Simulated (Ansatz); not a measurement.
C₇H₁₈GeO₂ (`C[O][Ge]([CH3])([CH3])[O]C(C)(C)C`), 28 atoms. The species carries charge 0 and has multiplicity 1. Correlated methods include outer-core shells of Ge, which these sets cover unevenly. Scalar relativity is left out up to krypton. All runs use 11 threads of an AMD EPYC 7R13 on a shared host and a whole NVIDIA H100 80 GB. Correlated methods freeze the cores.

Question: How many basis functions does each run have, and how long does it take in Ansatz? direct RPA on PBE orbitals/def2-TZVPP energy; RKS CAM-B3LYP-D4/def2-TZVPP energy; RKS r2SCAN-D4/def2-TZVPP energy and forces; RKS ωB97M-V/def2-SVP energy; RHF-CCSD(T)/def2-SVP energy; RHF-MP2/def2-QZVPP energy; RKS PBE0-D4/def2-TZVP relaxation (14 steps); RKS ωB97M-V/def2-QZVPP energy; RKS PBE0-D4/def2-QZVPP energy; RKS r2SCAN0-D4/def2-TZVPP energy; RKS B97M-V/def2-TZVPP energy; RHF-CCSD(T)/def2-TZVPP energy. (Estimate.)

Answer: The calculation gave: Other jobs shared the machine, so times are rough.

```tsv
level	job	functions	wall time	peak host memory (GiB)
RKS ωB97M-V/def2-SVP	energy	248	2.5 s	1
RKS r2SCAN0-D4/def2-TZVPP	energy	579	2.6 s	1.2
RKS CAM-B3LYP-D4/def2-TZVPP	energy	579	2.7 s	1.2
RKS r2SCAN-D4/def2-TZVPP	energy and forces	579	3.1 s	1.2
RKS B97M-V/def2-TZVPP	energy	579	3.9 s	1.3
direct RPA on PBE orbitals/def2-TZVPP	energy	579	4.2 s	3.5
RKS PBE0-D4/def2-QZVPP	energy	1142	4.4 s	1.8
RHF-CCSD(T)/def2-SVP	energy	248	4.6 s	0.89
RKS ωB97M-V/def2-QZVPP	energy	1142	7 s	2
RHF-MP2/def2-QZVPP	energy	1142	7 s	2
RKS PBE0-D4/def2-TZVP	relaxation (14 steps)	435	19 s	1.2
RHF-CCSD(T)/def2-TZVPP	energy	579	66 s	1.1
```
